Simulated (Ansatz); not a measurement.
A geometry relaxed with PBE0-D3(BJ)/def2-SVP (Ansatz, an electronic-structure program), charge 0, multiplicity 1:

```xyz
20

H      2.2911     1.8245     0.3056
C      1.9536     0.7974     0.1940
C     -1.8596     0.7915    -0.0507
C      2.0117    -1.4927    -0.0037
C     -0.3993    -1.9957    -0.2007
H      2.3779    -2.5167    -0.0703
C      0.6187     0.3890     0.0734
H     -0.1174    -3.0518    -0.2750
H      0.7203     3.2956     0.3487
H     -1.3433     3.4605     0.2158
H     -2.5993     1.5968    -0.0277
C      2.7842    -0.3360     0.1469
B     -0.3545     2.7640     0.2240
C     -2.4045    -0.4877    -0.1977
H     -2.4230    -2.5928    -0.3826
C     -1.7694    -1.7237    -0.2647
C      0.6607    -1.1135    -0.0561
C     -0.5243     1.2229     0.0739
H     -3.4965    -0.5191    -0.2708
H      3.8731    -0.3125     0.2177
```

**Question.** Write the SMILES of this molecule.

**Answer.** `Bc1ccccc2cccc1-2`
